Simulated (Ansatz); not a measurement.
silyloxysilylformaldehyde (CH₆O₂Si₂), SMILES C(=O)[SiH2]O[SiH3].

The structure is a stationary point at B3LYP-D3(BJ)/def2-SVP. One conformer was computed; it need not be the lowest.

Two levels are set side by side: PBE/def2-SVPD (Ansatz, an electronic-structure program) and CAM-B3LYP/def2-SVPD (Ansatz). Energy differences of separate SCF runs at the same geometry; the states with an electron removed or added have multiplicity 2 and 2. Differences are taken from unrounded values.

```csv
quantity,CAM-B3LYP
vertical ionisation energy (eV),9.64
vertical singlet–triplet gap (eV),2.52
```

Task: What does PBE give, and how far is it from CAM-B3LYP? (Estimate from the structure and the level; the computed values follow.)

Result: 
```
quantity                            PBE  PBE minus CAM-B3LYP
---------------------------------  ----  -------------------
vertical ionisation energy (eV)    9.04                -0.60
vertical singlet–triplet gap (eV)  2.43                -0.09
```
